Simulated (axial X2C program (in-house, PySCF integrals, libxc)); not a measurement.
A run on KF⁺ without results

A two-component calculation with an in-house all-electron X2C program for linear molecules (integrals from PySCF).

Input and command:
```json
{"zs": [19, 9], "q": 1, "bas": ["dyall-cv3z", "dyall-av3z"], "r0": 2.6, "levels": ["PBE0", "HF", "TPSSh", "LDA", "PBE50"], "nst": 3}
```
```bash
python soeom.py task.json out
```

Keys: zs atomic numbers; q charge; bas basis sets; r0 starting distance in Å; levels methods; nst determinants followed.

Outcome:

The PBE0 distance search ended without bracketing a minimum (an unconverged step or the end of its range); this says nothing on whether the molecule is bound.
